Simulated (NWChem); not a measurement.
Everything below was run with NWChem. System: silene (CH4Si), charge 0, spin multiplicity 1, at a geometry optimised with PBE/def2-SVP. Level: RHF/cc-pVTZ.

Input file:

```
start mol
memory heap 200 mb stack 900 mb global 1100 mb
geometry units angstroms nocenter noautoz
  C      0.000000     0.000000    -1.166452
  Si     0.000000     0.000000     0.555480
  H      0.933728     0.000000    -1.750482
  H     -0.933728     0.000000    -1.750482
  H     -1.260362     0.000000     1.361475
  H      1.260362     0.000000     1.361475
  symmetry group C2v
end
basis spherical
  * library cc-pvtz
end
scf
  rhf
  nopen 0
  maxiter 100
  thresh 1e-7
  semidirect memsize 60000000 filesize 0
end
task scf energy
```

NWChem printed:

```
             Northwest Computational Chemistry Package (NWChem) 7.3.0
             --------------------------------------------------------

                                NWChem Input Module
                                -------------------

 Scaling coordinates for geometry "geometry" by  1.889725989
 (inverse scale =  0.529177249)

 Turning off AUTOSYM since
 SYMMETRY directive was detected!

                             Geometry "geometry" -> ""
                             -------------------------

 Output coordinates in angstroms (scale by  1.889725989 to convert to a.u.)

  No.       Tag          Charge          X              Y              Z
 ---- ---------------- ---------- -------------- -------------- --------------
    1 C                    6.0000     0.00000000     0.00000000    -1.16645200
    2 Si                  14.0000     0.00000000     0.00000000     0.55548000
    3 H                    1.0000     0.93372800     0.00000000    -1.75048200
    4 H                    1.0000    -0.93372800     0.00000000    -1.75048200
    5 H                    1.0000    -1.26036200     0.00000000     1.36147500
    6 H                    1.0000     1.26036200     0.00000000     1.36147500

 Effective nuclear repulsion energy (a.u.)      50.7978319522

            Nuclear Dipole moment (a.u.)
            ----------------------------
        X                 Y               Z
 ---------------- ---------------- ----------------
     0.0000000000     0.0000000000    -0.0000113384

      Symmetry information
      --------------------

 Group name             C2v
 Group number             16
 Group order               4
 No. of unique centers     4

      Symmetry unique atoms

     1    2    3    5


 Summary of "ao basis" -> "" (spherical)
 ------------------------------------------------------------------------------
       Tag                 Description            Shells   Functions and Types
 ---------------- ------------------------------  ------  ---------------------
 *                          cc-pvtz                   on all atoms

 Summary of "ao basis" -> "ao basis" (spherical)
 ------------------------------------------------------------------------------
       Tag                 Description            Shells   Functions and Types
 ---------------- ------------------------------  ------  ---------------------
 C                          cc-pvtz                 10       30   4s3p2d1f
 Si                         cc-pvtz                 12       34   5s4p2d1f
 H                          cc-pvtz                  6       14   3s2p1d

                                 NWChem SCF Module
                                 -----------------

  ao basis        = "ao basis"
  functions       =   120
  atoms           =     6
  closed shells   =    12
  open shells     =     0
  charge          =   0.00
  wavefunction    = RHF
  use symmetry    = T
  symmetry adapt  = T

 Summary of "ao basis" -> "ao basis" (spherical)
 ------------------------------------------------------------------------------
       Tag                 Description            Shells   Functions and Types
 ---------------- ------------------------------  ------  ---------------------
 C                          cc-pvtz                 10       30   4s3p2d1f
 Si                         cc-pvtz                 12       34   5s4p2d1f
 H                          cc-pvtz                  6       14   3s2p1d

      Symmetry analysis of basis
      --------------------------

        a1         48
        a2         14
        b1         35
        b2         23

 Forming initial guess at       0.1s

      Superposition of Atomic Density Guess
      -------------------------------------

 Sum of atomic energies:        -328.51069752

      Non-variational initial energy
      ------------------------------

 Total energy =    -329.216159
 1-e energy   =    -553.342578
 2-e energy   =     173.328587
 HOMO         =      -0.265767
 LUMO         =      -0.025791

      Symmetry analysis of molecular orbitals - initial
      -------------------------------------------------

  Numbering of irreducible representations:

     1 a1          2 a2          3 b1          4 b2

  Orbital symmetries:

     1 a1          2 a1          3 a1          4 a1          5 b1
     6 b2          7 a1          8 a1          9 b1         10 a1
    11 b1         12 b2         13 b2         14 a1         15 a1
    16 b1         17 a1         18 b1         19 a1         20 b1
    21 a2         22 a1

 Starting SCF solution at       3.7s

 ----------------------------------------------
         Quadratically convergent ROHF

 Convergence threshold     :          1.000E-07
 Maximum no. of iterations :          100
 Final Fock-matrix accuracy:          1.000E-09
 ----------------------------------------------

              iter       energy          gnorm     gmax       time
             ----- ------------------- --------- --------- --------
                 1     -329.0417144693  6.60D-01  1.85D-01      3.8
                 2     -329.0770325342  2.46D-01  5.34D-02      4.0
                 3     -329.0845451546  1.77D-02  6.44D-03      4.3
                 4     -329.0846244850  1.97D-04  6.39D-05      4.8
                 5     -329.0846244922  1.84D-08  4.60D-09      5.6

       Final RHF  results
       ------------------

         Total SCF energy =   -329.084624492215
      One-electron energy =   -555.135348806323
      Two-electron energy =    175.252892361945
 Nuclear repulsion energy =     50.797831952163

        Time for solution =      1.9s

       Symmetry analysis of molecular orbitals - final
       -----------------------------------------------

  Numbering of irreducible representations:

     1 a1          2 a2          3 b1          4 b2

  Orbital symmetries:

     1 a1          2 a1          3 a1          4 b2          5 b1
     6 a1          7 a1          8 a1          9 b1         10 a1
    11 b1         12 b2         13 b2         14 a1         15 a1
    16 b1         17 b1         18 a1         19 a1         20 b1
    21 a2         22 b2

             Final eigenvalues
             -----------------

              1
    1  -68.7854
    2  -11.2213
    3   -6.1353
    4   -4.2421
    5   -4.2403
    6   -4.2400
    7   -0.9029
    8   -0.6785
    9   -0.5694
   10   -0.4959
   11   -0.4918
   12   -0.3119
   13    0.0754
   14    0.1395
   15    0.1535
   16    0.1997
   17    0.2112
   18    0.2145
   19    0.2649
   20    0.3013
   21    0.3359
   22    0.3816

                       ROHF Final Molecular Orbital Analysis
                       -------------------------------------

 Vector   10  Occ=2.000000D+00  E=-4.959246D-01  Symmetry=a1
              MO Center=  4.8D-17, -1.5D-18, -3.2D-01, r^2= 2.5D+00
   Bfn.  Coefficient  Atom+Function         Bfn.  Coefficient  Atom+Function
  ----- ------------  ---------------      ----- ------------  ---------------
    41      0.344694  2 Si pz                10     -0.265480  1 C  pz
     7     -0.219717  1 C  pz

 Vector   11  Occ=2.000000D+00  E=-4.917648D-01  Symmetry=b1
              MO Center= -6.5D-14,  1.1D-16,  8.4D-01, r^2= 2.8D+00
   Bfn.  Coefficient  Atom+Function         Bfn.  Coefficient  Atom+Function
  ----- ------------  ---------------      ----- ------------  ---------------
    39      0.314948  2 Si px                94     -0.212080  5 H  s
   108      0.212080  6 H  s

 Vector   12  Occ=2.000000D+00  E=-3.119122D-01  Symmetry=b2
              MO Center=  2.7D-16,  7.7D-16, -5.4D-01, r^2= 2.2D+00
   Bfn.  Coefficient  Atom+Function         Bfn.  Coefficient  Atom+Function
  ----- ------------  ---------------      ----- ------------  ---------------
    40      0.298073  2 Si py                 9      0.288632  1 C  py
    12      0.279736  1 C  py                46      0.252287  2 Si py
     6      0.209660  1 C  py

 Vector   13  Occ=0.000000D+00  E= 7.541970D-02  Symmetry=b2
              MO Center=  8.6D-16, -7.3D-17,  3.0D-01, r^2= 4.0D+00
   Bfn.  Coefficient  Atom+Function         Bfn.  Coefficient  Atom+Function
  ----- ------------  ---------------      ----- ------------  ---------------
    46      0.804933  2 Si py                12     -0.553984  1 C  py
    40      0.240098  2 Si py                 9     -0.186332  1 C  py
     6     -0.170897  1 C  py

 Vector   14  Occ=0.000000D+00  E= 1.395208D-01  Symmetry=a1
              MO Center= -1.3D-16,  4.4D-16, -3.3D-01, r^2= 7.0D+00
   Bfn.  Coefficient  Atom+Function         Bfn.  Coefficient  Atom+Function
  ----- ------------  ---------------      ----- ------------  ---------------
     4      3.789400  1 C  s                 47      1.949744  2 Si pz
    35     -1.666813  2 Si s                 67     -0.691015  3 H  s
    81     -0.691015  4 H  s                 13      0.558420  1 C  pz
    66     -0.370043  3 H  s                 80     -0.370043  4 H  s
    41      0.290310  2 Si pz                50     -0.275302  2 Si d  0

 Vector   15  Occ=0.000000D+00  E= 1.535427D-01  Symmetry=a1
              MO Center=  6.2D-14, -5.9D-16,  1.2D+00, r^2= 4.7D+00
   Bfn.  Coefficient  Atom+Function         Bfn.  Coefficient  Atom+Function
  ----- ------------  ---------------      ----- ------------  ---------------
    35      2.793463  2 Si s                 95     -1.694539  5 H  s
   109     -1.694539  6 H  s                 47      0.846974  2 Si pz
    13     -0.466740  1 C  pz                33      0.291932  2 Si s
    67     -0.167723  3 H  s                 81     -0.167723  4 H  s

 center of mass
 --------------
 x =   0.00000000 y =   0.00000000 z =   0.03259593

 moments of inertia (a.u.)
 ------------------
         124.484810468857           0.000000000000           0.000000000000
           0.000000000000         142.194523086411           0.000000000000
           0.000000000000           0.000000000000          17.709712617555

  Mulliken analysis of the total density
  --------------------------------------

    Atom       Charge   Shell Charges
 -----------   ------   -------------------------------------------------------
    1 C    6     6.49   1.96  0.83  0.16  0.36  0.77  1.51  0.86  0.01  0.03  0.00
    2 Si  14    13.78   2.00  1.92  0.85  0.13  0.27  5.50  1.55  0.58  0.66  0.17  0.12  0.03
    3 H    1     0.85   0.25  0.46  0.10  0.01  0.02  0.00
    4 H    1     0.85   0.25  0.46  0.10  0.01  0.02  0.00
    5 H    1     1.02   0.23  0.53  0.24  0.00  0.01  0.00
    6 H    1     1.02   0.23  0.53  0.24  0.00  0.01  0.00

       Multipole analysis of the density wrt the origin
       ------------------------------------------------

     L   x y z        total         open         nuclear
     -   - - -        -----         ----         -------
     0   0 0 0     -0.000000      0.000000     24.000000

     1   1 0 0      0.000000      0.000000      0.000000
     1   0 1 0     -0.000000      0.000000      0.000000
     1   0 0 1      0.410646      0.000000     -0.000011

     2   2 0 0    -15.555652      0.000000     17.572210
     2   1 1 0     -0.000000      0.000000      0.000000
     2   1 0 1     -0.000000      0.000000      0.000000
     2   0 2 0    -17.296860      0.000000      0.000000
     2   0 1 1     -0.000000      0.000000      0.000000
     2   0 0 2    -15.370375      0.000000     79.702859

 Task  times  cpu:        5.6s     wall:        5.6s

 Total times  cpu:        5.7s     wall:        5.7s
```
